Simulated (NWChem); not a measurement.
System: HTeSeBr; SMILES [SeH][Te]Br

The following NWChem deck was run.

```
start job
memory heap 200 mb stack 900 mb global 1100 mb
geometry units angstroms noautosym nocenter noautoz
  Te     0.895282    -0.017314    -0.003902
  Br    -0.661043     1.981992     0.011393
  Se    -0.680722    -1.951659     0.043382
  H     -0.870381    -2.061421    -1.417166
end
basis spherical
  * library def2-svpd
end
ecp
  Te library def2-ecp
end
dft
  xc pbe0
  iterations 150
end
property
  response 1 0.0
end
task dft property
```

Parts of the log:

```
             Northwest Computational Chemistry Package (NWChem) 7.3.0
             --------------------------------------------------------

                             Geometry "geometry" -> ""
                             -------------------------

 Output coordinates in angstroms (scale by  1.889725989 to convert to a.u.)

  No.       Tag          Charge          X              Y              Z
 ---- ---------------- ---------- -------------- -------------- --------------
    1 Te                  52.0000     0.89528200    -0.01731400    -0.00390200
    2 Br                  35.0000    -0.66104300     1.98199200     0.01139300
    3 Se                  34.0000    -0.68072200    -1.95165900     0.04338200
    4 H                    1.0000    -0.87038100    -2.06142100    -1.41716600

 Effective nuclear repulsion energy (a.u.)     940.6220586735

                                 NWChem DFT Module
                                 -----------------

 Summary of "ao basis" -> "ao basis" (spherical)
 ------------------------------------------------------------------------------
       Tag                 Description            Shells   Functions and Types
 ---------------- ------------------------------  ------  ---------------------
 Te                        def2-svpd                13       35   5s5p3d
 Br                        def2-svpd                15       41   6s5p4d
 Se                        def2-svpd                15       41   6s5p4d
 H                         def2-svpd                 4        8   2s2p

            General Information
            -------------------
          SCF calculation type: DFT
          Wavefunction type:  closed shell.
          No. of atoms     :     4
          No. of electrons :    94
           Alpha electrons :    47
            Beta electrons :    47
          Charge           :     0
          Spin multiplicity:     1
          Use of symmetry is: off; symmetry adaption is: off
          Maximum number of iterations: 150
          AO basis - number of functions:   125
                     number of shells:    47
          Convergence on energy requested:  1.00D-06
          Convergence on density requested:  1.00D-05
          Convergence on gradient requested:  5.00D-04

              XC Information
              --------------
                         PBE0 Method XC Functional
                     Hartree-Fock (Exact) Exchange  0.250
          PerdewBurkeErnzerhof Exchange Functional  0.750
            Perdew 1991 LDA Correlation Functional  1.000 local
           PerdewBurkeErnz. Correlation Functional  1.000 non-local

             Grid Information
             ----------------
          Grid used for XC integration:  medium
          Radial quadrature: Mura-Knowles
          Angular quadrature: Lebedev.
          Tag              B.-S. Rad. Rad. Pts. Rad. Cut. Ang. Pts.
          ---              ---------- --------- --------- ---------
          Te                  1.40      123          13.0       590
          Br                  1.15      112          15.0       590
          Se                  1.15      112          14.0       590
          H                   0.35       45          13.0       434
          Grid pruning is: on
          Number of quadrature shells:   392
          Spatial weights used:  Erf1

      Superposition of Atomic Density Guess
      -------------------------------------

 Sum of atomic energies:       -5283.32305965

      Non-variational initial energy
      ------------------------------

 Total energy =   -5239.439179
 1-e energy   =   -8448.859382
 2-e energy   =    2680.208386
 HOMO         =      -0.222887
 LUMO         =      -0.079927

   convergence    iter        energy       DeltaE   RMS-Dens  Diis-err
 ---------------- ----- ----------------- --------- --------- ---------
 d= 0,ls=0.0,diis     1  -5243.1527501255 -5.77D+03  9.75D-03  3.75D-01
 d= 0,ls=0.0,diis     2  -5243.1491768858  3.57D-03  5.72D-03  3.21D-01
 d= 0,ls=0.0,diis     3  -5243.1938781876 -4.47D-02  1.82D-03  3.65D-02
 d= 0,ls=0.0,diis     4  -5243.1996168536 -5.74D-03  4.35D-04  2.20D-03
 d= 0,ls=0.0,diis     5  -5243.1999827868 -3.66D-04  9.49D-05  1.17D-04
  Resetting Diis
 d= 0,ls=0.0,diis     6  -5243.1999974331 -1.46D-05  3.70D-05  1.42D-05
 d= 0,ls=0.0,diis     7  -5243.1999989030 -1.47D-06  2.81D-05  1.46D-06
 d= 0,ls=0.0,diis     8  -5243.1999984862  4.17D-07  1.71D-05  4.03D-06
 d= 0,ls=0.0,diis     9  -5243.1999991777 -6.91D-07  7.75D-07  1.20D-08

         Total DFT energy =    -5243.199999177662
      One electron energy =    -8449.022742109013
           Coulomb energy =     2875.700505672864
    Exchange-Corr. energy =     -199.089579889164
 Nuclear repulsion energy =      529.211817147651

 Numeric. integr. density =       94.000004015458

                       DFT Final Molecular Orbital Analysis
                       ------------------------------------

 Vector   45  Occ=2.000000D+00  E=-3.084386D-01
              MO Center= -4.8D-01,  1.1D+00,  1.5D-02, r^2= 4.2D+00
   Bfn.  Coefficient  Atom+Function         Bfn.  Coefficient  Atom+Function
  ----- ------------  ---------------      ----- ------------  ---------------
    51      0.463778  2 Br px                48      0.420347  2 Br px
    45     -0.276788  2 Br px                52      0.217268  2 Br py
    49      0.210116  2 Br py                92      0.197259  3 Se px
    12     -0.171514  1 Te px                89      0.172269  3 Se px
    93      0.151247  3 Se py                 3     -0.147194  1 Te s

 Vector   46  Occ=2.000000D+00  E=-2.846322D-01
              MO Center= -5.9D-01, -1.4D+00,  1.6D-03, r^2= 3.8D+00
   Bfn.  Coefficient  Atom+Function         Bfn.  Coefficient  Atom+Function
  ----- ------------  ---------------      ----- ------------  ---------------
    92      0.428123  3 Se px                89      0.379863  3 Se px
    93     -0.319939  3 Se py                90     -0.295855  3 Se py
    52     -0.247830  2 Br py                86     -0.238285  3 Se px
    49     -0.213792  2 Br py                87      0.184540  3 Se py
    46      0.140706  2 Br py                 3     -0.090483  1 Te s

 Vector   47  Occ=2.000000D+00  E=-2.454221D-01
              MO Center=  5.1D-01,  2.4D-01, -2.0D-02, r^2= 3.7D+00
   Bfn.  Coefficient  Atom+Function         Bfn.  Coefficient  Atom+Function
  ----- ------------  ---------------      ----- ------------  ---------------
    14      0.561756  1 Te pz                17      0.478138  1 Te pz
    53     -0.297562  2 Br pz                50     -0.264838  2 Br pz
    11     -0.214026  1 Te pz                47      0.171001  2 Br pz
     8     -0.166927  1 Te pz               119      0.128370  4 H  s
    81     -0.118149  3 Se s                118      0.114011  4 H  s

 Vector   48  Occ=0.000000D+00  E=-1.070579D-01
              MO Center=  2.8D-01,  3.1D-01, -1.4D-03, r^2= 5.4D+00
   Bfn.  Coefficient  Atom+Function         Bfn.  Coefficient  Atom+Function
  ----- ------------  ---------------      ----- ------------  ---------------
    15      0.458458  1 Te px                12      0.416132  1 Te px
    52     -0.372564  2 Br py                 3     -0.294987  1 Te s
    13     -0.267347  1 Te py                49     -0.266964  2 Br py
    16     -0.260150  1 Te py                93      0.254360  3 Se py
    51      0.246231  2 Br px                 4     -0.212085  1 Te s

 Vector   49  Occ=0.000000D+00  E=-8.252124D-02
              MO Center=  2.8D-01, -6.5D-01, -2.3D-02, r^2= 5.8D+00
   Bfn.  Coefficient  Atom+Function         Bfn.  Coefficient  Atom+Function
  ----- ------------  ---------------      ----- ------------  ---------------
    16      0.505343  1 Te py                13      0.433057  1 Te py
    92      0.343876  3 Se px                93      0.336590  3 Se py
    15      0.262854  1 Te px                80      0.252823  3 Se s
    89      0.233940  3 Se px                90      0.220595  3 Se py
    81      0.215339  3 Se s                 12      0.203447  1 Te px

 Vector   50  Occ=0.000000D+00  E=-1.720376D-02
              MO Center= -5.1D-01, -1.7D+00, -6.2D-01, r^2= 6.3D+00
   Bfn.  Coefficient  Atom+Function         Bfn.  Coefficient  Atom+Function
  ----- ------------  ---------------      ----- ------------  ---------------
     5      1.025452  1 Te s                  4     -0.307737  1 Te s
    94      0.288872  3 Se pz                80     -0.282500  3 Se s
    91      0.259872  3 Se pz               118      0.248763  4 H  s
    81     -0.242217  3 Se s                115      0.217844  3 Se d  0
    19     -0.214300  1 Te py               125     -0.195952  4 H  pz

     Multipole analysis of the density
     ---------------------------------

     L   x y z        total         alpha         beta         nuclear
     -   - - -        -----         -----         ----         -------
     0   0 0 0     -0.000000    -47.000000    -47.000000     94.000000

     1   1 0 0      0.324918     24.412052     24.412052    -48.499186
     1   0 1 0     -0.628613     -0.821090     -0.821090      1.013568
     1   0 0 1     -0.247527     -0.466682     -0.466682      0.685836

     2   2 0 0    -45.711321   -113.995484   -113.995484    182.279648
     2   1 1 0      1.375843     -0.626404     -0.626404      2.628651
     2   1 0 1      0.641952      0.531701      0.531701     -0.421450
     2   0 2 0    -47.091596   -507.874892   -507.874892    968.658187
     2   0 1 1      1.134716     -0.922941     -0.922941      2.980599
     2   0 0 2    -47.799715    -27.608864    -27.608864      7.418014

 *** CALLING NEW AORESP DRIVER FOR CLOSED AND OPEN SHELLS ***
 Entering AOResponse driver routine

--------------------------------------------------------------------------------

          -----------------------------------------------
          Solving response equations for perturbing field
          -----------------------------------------------

 number of frequencies:     1
 frequency in a.u.:  0.0000000E+00
 Perturbing field: electric
 Using El. Dipole Length Gauge

 Setting up CPKS with frequency omega =      0.00000000 a.u.

 STATIC response

                                NWChem CPHF Module
                                ------------------

  scftype          =     RHF
  nclosed          =       47
  nopen            =        0
  variables        =     3666
  # of vectors     =        3
  tolerance        = 0.10D-03
  level shift      = 0.00D+00
  max iterations   =       50
  max subspace     =       30

 SCF residual:    3.0865641195751920E-005

Iterative solution of linear equations
  No. of variables     3666
  No. of equations        3
  Maximum subspace       30
        Iterations       50
       Convergence  1.0D-04

   iter   nsub   residual    time
   ----  ------  --------  ---------
     1      3    6.86D+00      70.7
     2      6    1.57D+00      93.2
     3      9    6.41D-01     114.8
     4     12    8.67D-02     135.4
     5     15    2.17D-02     160.6
     6     18    6.67D-03     182.1
     7     21    2.28D-03     205.4
     8     24    3.15D-04     229.6
     9     27    1.97D-04     251.5
    10     30    9.23D-05     272.9

 Electric Dipole Response Matrix (nonzero elements):

              1        2        3
    1   88.2898   2.3260   0.8468
    2    2.3260 129.1180   2.0142
    3    0.8468   2.0142  71.5546

 ------------------------------------------
 average:        96.32081 + I       0.00000

 DFT Linear Response polarizability / au
 Frequency  =       0.0000000 / au
              X              Y              Z
 -----------------------------------------------
 X      88.2897958      2.3259916      0.8467505
 Y       2.3260376    129.1180472      2.0141874
 Z       0.8467549      2.0141951     71.5545869
 -----------------------------------------------
 Eigenvalues =      88.1896524    129.3235321     71.4492455
 Isotropic   =      96.3208100
 Anisotropic =      51.5832838
 -----------------------------------------------

 Magnetic Dipole Response Matrix (nonzero elements):

 Exiting AOResponse driver routine
```

Level: PBE0/def2-SVPD with def2 effective core potentials on Te. The geometry was optimised at PBE0/def2-SVP. Not confirmed as a minimum by frequencies. def2 effective core potentials on Te; no spin-orbit coupling.
